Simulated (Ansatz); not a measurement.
CH4AlClO (SMILES [CH3][Al]([OH])[Cl]), singlet, geometry from GFN2-xTB (such geometries of metal compounds can be far from the true shape); CASSCF(6,5)/6-31G run with Ansatz (a first-principles code).

Ansatz was given this input:
Ansatz 0.2 input:
```yaml
crystal:
  periodic: [false, false, false]
  atoms:
    - {symbol: Al, position_ang: [-0.35099601, 0.00279263, 0.06417165]}
    - {symbol: Cl, position_ang: [1.60447754, 0.16047665, -0.49298651]}
    - {symbol: C, position_ang: [-0.94676227, -1.18412398, 1.54635733]}
    - {symbol: H, position_ang: [-1.66719795, -1.92115986, 1.19048624]}
    - {symbol: H, position_ang: [-1.44904223, -0.61174630, 2.32673694]}
    - {symbol: H, position_ang: [-0.11628788, -1.72024355, 2.00473285]}
    - {symbol: O, position_ang: [-1.46147285, 0.89811040, -0.75438394]}
    - {symbol: H, position_ang: [-2.10828559, 1.40860301, -1.21848930]}
basis:
  gaussian:
    orbitals: 6-31G
hamiltonian:
  xc: hf
magnetization: {spin_polarized: false}
correlation: {active_space: {window: {electrons: 6, orbitals: 5}}}
```

Predict the main parts of the log of this Ansatz run.


```
Functional definition: HF
610 factors; integrals over basis functions are off by at most 2.3e-4 eV
mean field evaluation 1: about -22215.0693 eV, gradient 3.9e1 eV
mean field evaluation 2: about -22215.0722 eV, gradient 3.9e1 eV
mean field evaluation 4: about -22218.0586 eV, gradient 2.4e0 eV
mean field evaluation 8: about -22218.0774 eV, gradient 7.0e-5 eV
mean field -22218.07739253 eV, -816.4992842218 hartree, gradient 7.1e-6 eV, S^2 0.000000; 0 other end points of the search recorded, 0 dependent functions left out
reference -22218.07739253 eV, -816.4992842218 hartree; 24, 24 occupied and 28, 28 virtual orbitals, 610 factors
state -22218.99960996 eV, -816.5331750872 hartree
1 active orbitals were swapped for others, from the solution at -22218.99519543 eV, -816.5330128561 hartree to that at -22218.99960996 eV, -816.5331750872 hartree; typed "places" are swapped only where nearly empty or full, and so, without "given_window_search", are "orbital_numbers", "shells" and a window whose orbitals a file names under [Active]
Total energy: -22218.99960996 eV, -816.5331750872 hartree
```
